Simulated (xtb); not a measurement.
C4H4N (SMILES [c]1ccc[nH]1), doublet, geometry from GFN2-xTB, atoms displaced at random by about 0.02 Å a coordinate; GFN2-xTB with ALPB(cs2) (xtb 6.7.1).

Here is a job for xtb.
```
$ xtb mol.xyz --gfn 2 --uhf 1 --opt --alpb cs2 --json

# file mol.xyz
9

H     -0.01450156     0.11345861     2.11983744
N      0.00351006     0.03513966     1.13573955
C      0.01563230     1.11731256     0.33912104
C      0.00736337    -1.05525453     0.33155845
C      0.01320644     0.76977595    -0.98331344
C      0.00305013    -0.64071264    -0.98600469
H      0.02125212    -2.05589019     0.76708456
H      0.01807145     1.43885245    -1.84614632
H      0.01368125    -1.28897381    -1.81834713
```

### Question
What does xtb print? Leave out banner, timings and long lists.

### Answer

```
   ID    Z sym.   atoms
    1    1 H      1, 7-9
    2    7 N      2
    3    6 C      3-6

           -------------------------------------------------
          |                Calculation Setup                |
           -------------------------------------------------

           -------------------------------------------------
          |                 G F N 2 - x T B                 |
           -------------------------------------------------

      * Solvation model:               ALPB
        Solvent                        cs2
        Parameter file                 internal GFN2-xTB/ALPB
        Dielectric constant                2.6400E+00
        Reference state                gsolv [1 M gas/solution]
        Free energy shift                  4.9805E-03 Eh       3.1253E+00 kcal/mol
        Temperature                        2.9815E+02 K
        Density                            1.2600E+00 kg/L
        Solvent mass                       7.6140E+01 g/mol
        Interaction kernel             P16
        Born radius scaling (c1)           1.3548E+00
        Born radii integrator          GBOBC
        Born offset                        0.0000E+00 a0       0.0000E+00 AA
        H-bond correction              false
        Ion screening                  false
        Surface tension                    1.0000E-05 Eh       1.5569E+01 dyn/cm
        Grid points                               230 per atom

          ...................................................
          :                      SETUP                      :
          :.................................................:
          :  # basis functions                  24          :
          :  # atomic orbitals                  24          :
          :  # shells                           14          :
          :  # electrons                        25          :
          :  max. iterations                   250          :
          :  Hamiltonian                  GFN2-xTB          :
          :  restarted?                      false          :
          :  GBSA solvation                   true          :
          :  PC potential                    false          :
          :  electronic temp.          300.0000000     K    :
          :  accuracy                    1.0000000          :
          :  -> integral cutoff          0.2500000E+02      :
          :  -> integral neglect         0.1000000E-07      :
          :  -> SCF convergence          0.1000000E-05 Eh   :
          :  -> wf. convergence          0.1000000E-03 e    :
          :  Broyden damping             0.4000000          :
          :  net charge                          0          :
          :  unpaired electrons                  1          :
          ...................................................

 iter      E             dE          RMSdq      gap      omega  full diag
   1    -13.5765307 -0.135765E+02  0.427E+00    4.78       0.0  T
   2    -13.6258567 -0.493260E-01  0.299E+00    4.26       1.0  T
   3    -13.6298299 -0.397318E-02  0.165E+00    4.40       1.0  T
   4    -13.6282339  0.159601E-02  0.649E-01    4.42       1.0  T
   5    -13.6309857 -0.275184E-02  0.109E-01    4.41       1.0  T
   6    -13.6309994 -0.136856E-04  0.478E-02    4.42       1.0  T
   7    -13.6310062 -0.681945E-05  0.275E-02    4.41       1.2  T
   8    -13.6310078 -0.155534E-05  0.997E-03    4.42       3.3  T
   9    -13.6310083 -0.488332E-06  0.357E-03    4.42       9.3  T
  10    -13.6310083 -0.352572E-07  0.190E-03    4.42      17.6  T
  11    -13.6310083 -0.164072E-07  0.211E-04    4.42     158.2  T
  12    -13.6310083 -0.678462E-10  0.868E-05    4.42     383.9  T

   *** convergence criteria satisfied after 12 iterations ***

         :::::::::::::::::::::::::::::::::::::::::::::::::::::
         ::                     SUMMARY                     ::
         :::::::::::::::::::::::::::::::::::::::::::::::::::::
         :: total energy             -13.401524088713 Eh    ::
[...]
 * total energy  :   -13.4015241 Eh     change       -0.4176215E-11 Eh
 * total energy  :   -13.4032174 Eh     change       -0.1693315E-02 Eh
 * total energy  :   -13.4036136 Eh     change       -0.3961893E-03 Eh
 * total energy  :   -13.4037194 Eh     change       -0.1058173E-03 Eh
 * total energy  :   -13.4037736 Eh     change       -0.5422257E-04 Eh
 * total energy  :   -13.4037811 Eh     change       -0.7445341E-05 Eh
 * total energy  :   -13.4037825 Eh     change       -0.1389683E-05 Eh
   *** GEOMETRY OPTIMIZATION CONVERGED AFTER 7 ITERATIONS ***
         :: total energy             -13.403782468060 Eh    ::
[...]
         9        2.0000           -0.4565088             -12.4222
        10        2.0000           -0.4495517             -12.2329
        11        2.0000           -0.3911983             -10.6450
        12        2.0000           -0.3671946              -9.9919
        13        1.0000           -0.3426009              -9.3226 (HOMO)
        14                         -0.1791619              -4.8752 (LUMO)
        15                         -0.1396130              -3.7991
        16                          0.0412828               1.1234
        17                          0.1368079               3.7227
        18                          0.1972530               5.3675
        19                          0.2289826               6.2309
        20                          0.2391071               6.5064
        21                          0.3087855               8.4025
        22                          0.4518800              12.2963
        23                          0.5602334              15.2447
        24                          0.6869216              18.6921
      -------------------------------------------------------------
                  HL-Gap            0.1634390 Eh            4.4474 eV
             Fermi-level           -0.3078896 Eh           -8.3781 eV

     #   Z          covCN         q      C6AA      α(0)
     1   1 H        0.860     0.172     1.263     1.760
     2   7 N        2.804    -0.068    22.551     7.053
     3   6 C        2.176    -0.048    31.867     9.130
     4   6 C        3.048    -0.019    28.430     8.745
     5   6 C        3.027    -0.060    29.451     8.902
     6   6 C        3.091    -0.064    29.466     8.897
     7   1 H        0.926     0.030     2.591     2.517
     8   1 H        0.927     0.028     2.611     2.527
     9   1 H        0.926     0.028     2.615     2.529

 Mol. C6AA /au·bohr⁶  :       1057.642992
 Mol. C8AA /au·bohr⁸  :      25710.161713
 Mol. α(0) /au        :         52.059731

Wiberg/Mayer (AO) data.
largest (>0.10) Wiberg bond orders for each atom

 ---------------------------------------------------------------------------
     #   Z sym  total        # sym  WBO       # sym  WBO       # sym  WBO
 ---------------------------------------------------------------------------
     1   1 H    0.971 --     2 N    0.942
     2   7 N    3.586 --     3 C    1.278     4 C    1.195     1 H    0.942
     3   6 C    3.171 --     5 C    1.614     2 N    1.278     4 C    0.161
     4   6 C    3.935 --     6 C    1.572     2 N    1.195     7 H    0.969
                             3 C    0.161
     5   6 C    3.964 --     3 C    1.614     6 C    1.255     8 H    0.975
     6   6 C    3.969 --     4 C    1.572     5 C    1.255     9 H    0.967
     7   1 H    0.999 --     4 C    0.969
     8   1 H    0.999 --     5 C    0.975
     9   1 H    0.999 --     6 C    0.967
 ---------------------------------------------------------------------------

Topologies differ in total number of bonds
Writing topology from bond orders to xtbtopo.mol

molecular dipole:
                 x           y           z       tot (Debye)
 q only:       -0.003      -0.165       0.580
   full:       -0.003      -0.298       0.748       2.048
molecular quadrupole (traceless):
                xx          xy          yy          xz          yz          zz
 q only:       -1.536      -0.004      -1.108      -0.006      -0.199       2.645
  q+dip:       -4.060      -0.006      -1.693      -0.027      -0.779       5.753
   full:       -2.940      -0.006      -1.685      -0.017      -0.462       4.625

optimized geometry written to: xtbopt.xyz

           -------------------------------------------------
          | TOTAL ENERGY              -13.403782468060 Eh   |
          | GRADIENT NORM               0.000556804734 Eh/α |
          | HOMO-LUMO GAP               4.447402226174 eV   |
           -------------------------------------------------
```
